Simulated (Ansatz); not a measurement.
H₃O₄P, triplet, geometry from GFN2-xTB (a higher spin typed on purpose: for a closed-shell molecule this is an excited state); Ansatz (a quantum-chemistry and plane-wave program) with HF/def2-SV(P).

The Ansatz input:
Ansatz 0.2 input:
```yaml
crystal:
  periodic: [false, false, false]
  atoms:
    - {symbol: O, position_ang: [0.77918714, 0.89800259, 1.38981789]}
    - {symbol: P, position_ang: [-0.01342712, -0.03654108, 0.29402552]}
    - {symbol: O, position_ang: [1.07614325, -0.55931002, -0.64721325]}
    - {symbol: O, position_ang: [-0.93075699, -1.31479553, -0.92120897]}
    - {symbol: O, position_ang: [-0.86101349, 1.15096454, -0.32530846]}
    - {symbol: H, position_ang: [1.63291358, 0.52824969, 1.60995054]}
    - {symbol: H, position_ang: [-0.53564913, -2.18592303, -0.95431307]}
    - {symbol: H, position_ang: [-1.40433700, 0.80689686, -1.03471785]}
basis:
  gaussian:
    orbitals: def2-SV_P_.json
    fitting: {mean_field: def2-universal-JKFIT}
hamiltonian:
  xc: hf
magnetization: {spin_polarized: true, initial_magnetization: 2}
```
The basis file holds def2-SV(P) in the JSON format of the Basis Set Exchange.

It wrote (shortened):

```
Functional definition: HF
490 factors; integrals over basis functions are off by at most 9.3e-2 eV
mean field evaluation 1: about -17450.5769 eV, gradient 3.4e1 eV
mean field evaluation 2: about -17454.2451 eV, gradient 1.8e1 eV
mean field evaluation 4: about -17455.6164 eV, gradient 1.4e0 eV
mean field evaluation 8: about -17455.7115 eV, gradient 5.3e-1 eV
mean field evaluation 16: about -17455.1041 eV, gradient 3.9e0 eV
mean field evaluation 32: about -17455.3021 eV, gradient 1.4e0 eV
mean field evaluation 64: about -17454.5188 eV, gradient 2.6e0 eV
mean field evaluation 96: about -17450.5769 eV, gradient 3.4e1 eV
mean field -17455.75321425 eV, -641.4870986892 hartree, gradient 2.3e-5 eV, S^2 2.054432; 0 other end points of the search recorded, 0 dependent functions left out
reference -17455.75321425 eV, -641.4870986892 hartree; 26, 24 occupied and 54, 56 virtual orbitals, 490 factors
Total energy: -17455.75321425 eV, -641.4870986892 hartree
```
